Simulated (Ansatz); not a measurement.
Geometry optimisation, DFT LDA, scalar-relativistic, plane waves, PAW in Ansatz.

Input file:

```yaml
crystal:
  lattice:
    - [8.46, 0.0, 0.0]
    - [0.0, 8.46, 0.0]
    - [0.0, 0.0, 8.46]
  atoms:
    - { symbol: Na, position: [0.0, 0.0, 0.0] }
    - { symbol: Na, position: [0.5, 0.0, 0.0] }
    - { symbol: Na, position: [0.0, 0.5, 0.0] }
    - { symbol: Na, position: [0.0, 0.0, 0.5] }
    - { symbol: Na, position: [0.25, 0.25, 0.25] }
    - { symbol: Na, position: [0.5, 0.5, 0.0] }
    - { symbol: Na, position: [0.5, 0.0, 0.5] }
    - { symbol: Na, position: [0.75, 0.25, 0.25] }
    - { symbol: Na, position: [0.0, 0.5, 0.5] }
    - { symbol: Na, position: [0.25, 0.75, 0.25] }
    - { symbol: Na, position: [0.25, 0.25, 0.75] }
    - { symbol: Na, position: [0.5, 0.5, 0.5] }
    - { symbol: Na, position: [0.75, 0.75, 0.25] }
    - { symbol: Na, position: [0.75, 0.25, 0.75] }
    - { symbol: Na, position: [0.25, 0.75, 0.75] }
    - { symbol: Na, position: [0.75, 0.75, 0.75] }
    - { symbol: F, position: [0.25153023, -0.00164239, 0.8699047] }
basis:
  ecutwfc: 420.0
kpoints:
  mp_grid: { grid: [2, 2, 2] }
hamiltonian:
  xc: lda
scf:
  occupations: { method: fermi_dirac, width: 0.05 }
  lower_state_search: "off"
relax:
  f_tol: 0.03
  max_steps: 60
  adjacent_minimum: "off"
```

Run as:

```bash
$ ansatz run input.yaml --threads 4 --pin off --max-ram 10240MiB --backend cpu --events-out ev --progress --plain --runs-dir out
```

**Question.** Where does it end, and by what steps?

**Answer.** The forces met the threshold. The force dipped under the threshold on the way, but the program's further checks kept it going. Limits of this set-up: coarse k mesh, odd electron count without spin. After 4 steps the energy has fallen by 0.230 eV; Na7 moved furthest, 0.33 Å.

| step | energy less start (eV) | largest force component (eV/Å) | accepted |
| --- | --- | --- | --- |
| 0 | 0.0000 | 0.369 | yes |
| 1 | -0.1118 | 0.267 | yes |
| 2 | -0.2152 | 0.062 | yes |
| 3 | -0.2285 | 0.007 | yes |
| 4 | -0.2302 | 0.004 | yes |

```xyz
17
Lattice="8.4600 0.0000 0.0000 0.0000 8.4600 0.0000 0.0000 0.0000 8.4600" Properties=species:S:1:pos:R:3
Na 0.273 -0.001 0.085
Na 3.958 -0.001 0.085
Na 0.122 4.230 -0.055
Na -0.189 -0.001 3.960
Na 2.116 2.297 2.379
Na 4.110 4.230 -0.055
Na 4.421 -0.001 3.960
Na 6.346 2.272 1.971
Na -0.158 4.229 4.361
Na 2.116 6.162 2.380
Na 2.116 1.839 6.258
Na 4.390 4.229 4.361
Na 6.346 6.186 1.972
Na 6.345 1.992 6.398
Na 2.116 6.619 6.258
Na 6.345 6.466 6.398
F 2.115 0.000 7.403
```

Run time: 24 s on 4 threads of Intel(R) Xeon(R) Platinum 8488C (Sapphire Rapids), with other jobs on the host, peak memory 1.4 GiB.
